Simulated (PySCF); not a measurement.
**Working out the ionisation energy of As⁺**

As⁺ [Ar] 3d10 4s2 4p2 (3P) → As²⁺ [Ar] 3d10 4s2 4p1 (2P). Calculation: PySCF 2.14, in aug-cc-pVTZ-DK (7s6p4d2f, 59 functions); scalar relativity by spin-free X2C-1e. Frozen: [Ar] 3d10. Energies in hartree (1 hartree = 27.21139 eV):

| part | As⁺ (lower) | As²⁺ (upper) |
| --- | --- | --- |
| UHF | -2258.668528 | -2258.007828 |
| CCSD correlation | -0.069059 | -0.054145 |
| (T) | -0.001639 | -0.000715 |

Question: What does Hartree-Fock give?

Answer: (-2258.007828) − (-2258.668528) = 0.660700 hartree = 17.979 eV.

Question: What do CCSD and CCSD(T) give?

Answer: The CCSD correlation energies differ by 0.014914 hartree = 0.406 eV and the triples by 0.000924 hartree = 0.025 eV, so CCSD gives 18.385 eV and CCSD(T) 18.410 eV.

Reference: 18.589 eV (measured; NIST Atomic Spectra Database, ionization energies), between the lowest levels; spin-orbit coupling is absent from the calculation.

What remains against the reference includes basis incompleteness, the frozen core and higher excitations.
